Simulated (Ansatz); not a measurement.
`BC1=C[SiH2]O1` + `CBS` → `BSBC` + `C1=C[SiH2]O1` at 298.15 K and 1 bar (ligand exchange at a B–C bond).

Isolated molecules relaxed with PBE0-D4/def2-TZVP in Ansatz; ΔE leaves out vibrations. CCSD(T)/CBS is the MP2 limit (def2-TZVPP, def2-QZVPP) plus CCSD(T) − MP2 in def2-TZVPP, frozen cores. One conformer a species, not always the lowest.

```
        species  CCSD(T)/CBS energy (Eh)  H − E (kJ/mol)  S (J/(mol·K))
`BC1=C[SiH2]O1`               -468.11878           184.5          316.8
          `CBS`               -463.66090           169.8          285.8
         `BSBC`               -489.06011           207.6          323.5
 `C1=C[SiH2]O1`               -442.73880           152.4          279.7
```

H − E and S are ideal-gas, rigid-rotor, harmonic terms from PBE0-D4/def2-TZVP, for one conformer and one mirror image of each species. 1 Eh = 2625.50 kJ/mol, R = 8.31446 J/(mol·K).

Problem. By hand: ΔE, ΔH, ΔS and ΔG.

Solution. ΔE = (-489.06011) + (-442.73880) − (-468.11878) − (-463.66090) = -0.01923 Eh = -50.5 kJ/mol. Δ(H − E) = 207.6 + 152.4 − 184.5 − 169.8 = 5.7, so ΔH = -44.8 kJ/mol. ΔS = 323.5 + 279.7 − 316.8 − 285.8 = 0.6 J/(mol·K). ΔG = -44.8 − 298.15 × (0.6)/1000 = -45.0 kJ/mol.

Problem. By hand: the equilibrium constant, and the temperature at which ΔG would vanish if ΔH and ΔS stayed fixed.

Solution. log₁₀ K = −ΔG/(RT ln 10) = 7.9. ΔH and −TΔS have one sign here, so there is no such temperature. One of them is within its doubt of zero, so this could turn.

The number of gas molecules stays the same, so ΔS is small and ΔH decides. A doubt of 5 kJ/mol in ΔE shifts log₁₀ K by 0.9 here. Other conformers and mirror images would add mixing entropy, several J/(mol·K) or more a flexible species. These are equilibria of isolated gas molecules and say nothing of rates. Largest T1 diagnostic: 0.014 (customary marks: 0.02 for closed shells, 0.045 for open ones).
